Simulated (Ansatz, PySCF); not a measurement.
CCl3, SMILES Cl[C](Cl)Cl, multiplicity 2. Atoms are numbered in the order given.

```xyz
4

Cl    -1.4716    -0.8496    -0.0279
C      0.0000     0.0000     0.2804
Cl     1.4716    -0.8496    -0.0279
Cl     0.0000     1.6993    -0.0279
```
Charge 0, spin multiplicity 2.

Geometry optimised at B3LYP-D3(BJ)/def2-SVP. The isomer is the one that the SMILES or the coordinates give; other isomers of the formula were not compared.

Two levels are set side by side: PBE-D3(BJ)/def2-SVP (Ansatz, a first-principles code) and B3LYP-D3(BJ)/def2-SVP (Ansatz). Each level has its own optimised geometry; the coordinates shown are those of the second. Frequencies come from the Hessian of PySCF at each geometry. Differences are taken from unrounded values.

```csv
quantity,B3LYP-D3(BJ),PBE-D3(BJ),PBE-D3(BJ) minus B3LYP-D3(BJ)
mean bond length (Å),1.727,1.729,0.002
bond Cl1–C2 (Å),1.727,1.729,0.002
bond C2–Cl3 (Å),1.727,1.729,0.002
bond C2–Cl4 (Å),1.727,1.729,0.002
highest harmonic wavenumber (cm⁻¹),884,865,-19
mean harmonic wavenumber (cm⁻¹),521,512,-10
zero-point energy (kcal/mol),4.47,4.39,-0.08
```
